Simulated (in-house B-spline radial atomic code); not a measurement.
A run on the titanium ion Ti⁺ (an excited or competing configuration) that did not converge. Method: non-relativistic revTPSS, spin-polarised, spherical fractional occupations, point nucleus; computed with an all-electron radial atomic-structure program (B-spline basis). In the input, 2p2,3 would mean two up and three down electrons.

Command:
```bash
python run_scf.py task.json out
```
Settings:
```
Z                22
configuration    1s2 2s2 2p6 3s2 3p6 3d1,0 4s1,0 5s0,1
hamiltonian      nr
method           revtpss,revtpss
spin_polarised   True
```

First and last ten iterations of the last attempt (damped for 15 steps, keeping 80 % of the old Fock matrix, then DIIS):
```
 iter        energy (Eh)    residual
    1        -848.390681    3.30e-02
    2        -848.393180    4.95e-03
    3        -848.393208    5.15e-03
    4        -848.393223    5.33e-03
    5        -848.393233    5.49e-03
    6        -848.393239    5.63e-03
    7        -848.393243    5.75e-03
    8        -848.393247    5.86e-03
    9        -848.393250    5.95e-03
   10        -848.393252    6.03e-03
  111        -748.446534    2.03e+00
  112        -848.393311    4.43e-03
  113        -848.393311    4.44e-03
  114        -848.393311    4.41e-03
  115        -848.393279    4.41e-03
  116        -848.393275    4.38e-03
  117        -848.393212    4.92e-03
  118        -848.393159    5.56e-03
  119        -848.393240    4.32e-03
  120        -848.393147    5.76e-03
 not converged after 120 iterations
```

The smallest residual met was 3.9e-03; the threshold is about 2e-07. No energy from this run should be used. Cost of the run: 2 s on 1 thread of Arm Neoverse V1 (shared host).
